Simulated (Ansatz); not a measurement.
Born–Oppenheimer molecular dynamics of ClGeH$_{3}$O (6 atoms, charge 0, multiplicity 1). It starts at the highest image of a converged band, a first-order saddle point between two minima.

The calculation used RKS PBE-D4/def2-SVP (Ansatz).

* ensemble: NVE (velocity Verlet)
* time step: 0.5 fs
* steps asked: 200
* starting velocities drawn for: 100 K
* seed: 5502

First frame:

```xyz
6
Properties=species:S:1:pos:R:3
Ge 0.237 -0.054 -0.510
Cl 1.120 -0.023 1.931
H 1.644 0.130 0.323
O -0.795 1.405 -0.669
H -1.728 1.215 -0.452
H -0.743 -1.280 -0.352
```

(1) How far do the bonds stretch over the last three quarters of this one trajectory? (Pairs bonded in most of those frames.)

Results:

(1) 
```csv
bond,mean (Å),spread (Å),shortest,longest
Ge1–Cl2,2.243,0.179,1.99,2.53
Ge1–H3,1.589,0.050,1.51,1.68
Ge1–O4,1.797,0.024,1.76,1.84
Ge1–H6,1.584,0.036,1.52,1.68
O4–H5,0.982,0.008,0.97,1.00
```

Mean temperature of the second half: 2072 K. The conserved energy stayed within 0.18 meV per atom of its start (net change 0.0047 meV per atom), so the integration is sound. The kinetic energy rose, since the run started high on the potential surface and went downhill. A run of 0.1 ps of so small a system gives no equilibrium averages. The orbitals stay closed-shell, which can raise the energy where a bond breaks towards radicals; this wasn't checked here.

Time of the run: 5.9 min on 1 thread of Arm Neoverse V1, on a shared host, peak memory 0.14 GiB.
